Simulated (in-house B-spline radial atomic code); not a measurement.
Ionising the phosphorus ion P⁸⁺ with different functionals

Computed with a B-spline radial code for spherical atoms: four-component Dirac-Coulomb Hamiltonian, Fermi nucleus of rms radius 3.1889 fm, spin-restricted, spherical fractional occupations for the functionals, and exact exchange of hybrids averaged over the configuration. The ionisation energy is the difference of two self-consistent energies, [He] 2s2 2p3 → [He] 2s2 2p2, without Breit or QED terms; ε is the level of the shell that loses the electron (mean over j). The electron is taken from both j subshells in proportion to 2j + 1, so the result is a j average, not the step between ground levels.

```json
{"method": "BHandHLYP", "rung": "global hybrid", "ΔSCF (eV)": "367.86", "-ε(2p) (eV)": "355.60"}
{"method": "PBE0", "rung": "global hybrid", "ΔSCF (eV)": "?", "-ε(2p) (eV)": "?"}
{"method": "HSE06", "rung": "range-separated hybrid", "ΔSCF (eV)": "?", "-ε(2p) (eV)": "?"}
{"method": "wB97X", "rung": "range-separated hybrid", "ΔSCF (eV)": "367.65", "-ε(2p) (eV)": "349.76"}
```

Problem. What does PBE0 give?

Solution. ΔSCF 367.69 eV, and -ε(2p) = 348.54 eV.

Problem. What does HSE06 give?

Solution. ΔSCF 367.74 eV, and -ε(2p) = 348.13 eV.

Problem. Among the functionals, which spreads more, the ΔSCF values or the orbital energies?

Solution. The orbital energies: ΔSCF values span about 0.20 eV and the orbital energies 7.47 eV; here energy differences depend much less on the functional than eigenvalues do.

Problem. How do they compare with the NIST value?

Solution. NIST lists 372.3 eV ± 0.21 (semi-empirical, ground level to ground level). Errors run from -4.66 to -4.45 eV. The correlated functionals all miss on the same side by more than they spread, so the cause is common to them (Breit-QED terms, spin polarisation, the choice among j levels, multiplet and fine-structure energies, or a listed next ion that isn't the cheapest removal here) and closeness doesn't rank the functionals.
